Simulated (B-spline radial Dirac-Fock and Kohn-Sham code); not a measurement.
In the model described below, an N2 (4p1/2) vacancy in mercury as Hg⁺, [Xe] 4f14 5d10 6s1, inside a Watson sphere of charge -1 and radius 1.8 Å (a model of the Madelung potential; inside it an electron's potential energy is raised by 8.0 eV), lives for 0.051 fs, which corresponds to a natural width of 13.0 eV. Out of 1000 such holes, about 0.22 decay by emitting a photon, 984 by a Coster-Kronig transition that moves the hole within the N shell, and the rest by ordinary Auger emission. The strongest X-ray line is N2-N4 at 305.0 eV, with 79 % of the radiative rate. The strongest electron group is N2-N4N7 near 170 eV, with 34 % of the non-radiative rate. The Coster-Kronig yields by final subshell (the deeper hole where both stay in the shell) are N3 0.038, N4 0.704, N5 0.116, N6 0.069, N7 0.056. Independent-particle models tend to overestimate Coster-Kronig rates.

Model: one-electron (LDA, Dirac) transition rates at Dirac-Fock energies. Program: an atomic code on a B-spline grid.

Values without a named source are computed, but for edge energies of neutral atoms, which are taken from tables.
